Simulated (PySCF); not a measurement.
**Dipole moment and polarisability of `C=C/C=C\[C@H](F)C=C`**

Species: C7H9F.
Cartesian coordinates in Å at the GFN2-xTB level; atoms count from 1:
```
atom  x, y, z in Å
C1    -3.0618    0.8357    0.3039
C2    -1.8547    0.4536   -0.1014
C3    -1.2587   -0.8072    0.2807
C4    -0.0336   -1.2259   -0.0368
C5     0.9866   -0.4544   -0.8241
F6     1.8809   -1.3432   -1.3895
C7     1.7039    0.5146    0.0785
C8     2.9791    0.4275    0.4021
H9    -3.4925    1.7767    0.0088
H10   -3.6598    0.2169    0.9524
H11   -1.2764    1.1000   -0.7469
H12   -1.8871   -1.4531    0.8798
H13    0.3241   -2.1861    0.3063
H14    0.5289    0.0806   -1.6687
H15    1.0639    1.2918    0.4718
H16    3.6074   -0.3545    0.0103
H17    3.4429    1.1388    1.0630
```

Level: CAM-B3LYP/def2-SVPD (PySCF), static field, nuclei fixed, core orbitals frozen in the response. The polarisability tensor in these axes (au):

```
x   133.08 -14.77  -5.38
y   -14.77  76.92   2.40
z    -5.38   2.40  64.96
```

Task: Diagonalise the tensor; give its mean and Δα, where Δα² is half the sum of the squared differences of the eigenvalues.

Result: Principal values 64.37, 73.39 and 137.19 au; mean 91.65 au = 13.58 Å³ = 15.11 × 10⁻⁴⁰ C²·m²/J; Δα = 68.75 au (75 % of the mean).

Task: What is the dipole moment, and where does it point?

Result: (-1.27, 1.14, 0.88) D, 1.93 D in size, pointing from the negative to the positive side. Measured along this direction, the outermost atoms are F6 and H16 at the negative end and H9 at the positive end.

Task: In TDDFT the mean static polarisability is Σ f/ω² over all singlet excitations (ω in hartree). How much of it do the 8 lowest give? Their energies (eV) and oscillator strengths: 5.65, 0.7729; 6.48, 0.0188; 6.78, 0.0085; 6.88, 0.0344; 6.99, 0.0131; 7.39, 0.0265; 7.45, 0.0304; 7.47, 0.0105.

Result: They add up to 20.07 au, 21.9 % of the 91.65 au; the largest single term is 17.96 au, from the state at 5.65 eV. Terms in order: 17.96, 0.33, 0.14, 0.54, 0.20, 0.36, 0.41, 0.14 au. Higher excitations give the rest. The strengths listed sum to 0.915.

Task: What molar refraction does this α imply?

Result: Lorentz–Lorenz: R = (4π/3)N_A α = 2.5225 cm³/(mol·Å³) × 13.58 Å³ = 34.3 cm³/mol, in the limit of long wavelengths.

Task: What depolarisation ratio follows for Rayleigh scattering of linearly polarised light, taking the static tensor?

Result: ρ = 3Δα²/(45ᾱ² + 4Δα²) = 14180.7/(378002 + 18907.6) = 0.0357.

Task: Refractivity n − 1 of an ideal gas of it at 400 K and 1 atm, from the electronic α?

Result: N = p/kT = 1.8347 × 10¹⁹ cm⁻³, so n − 1 = 2π × N × 13.58 × 10⁻²⁴ cm³ = 1566 × 10⁻⁶ at long wavelengths, for an ideal gas.

Task: Give the eigenvalues of the traceless quadrupole moment Θ = ½Σq(3rr − r²1), origin at the centre of nuclear charge.

Result: -5.93, 2.43, 3.50 D·Å. The values depend on the origin, since the dipole doesn't vanish. The electronic extent ⟨r²⟩ about the same centre is 1280 bohr², a root-mean-square distance of 2.44 Å for the 60 electrons.

One conformer (not necessarily the lowest) at the GFN2-xTB geometry, without solvent, vibrations or thermal averaging.

The run behind these numbers computed excited states as well. On one thread, Arm Neoverse V1 (shared host), this took 53 s of wall time.
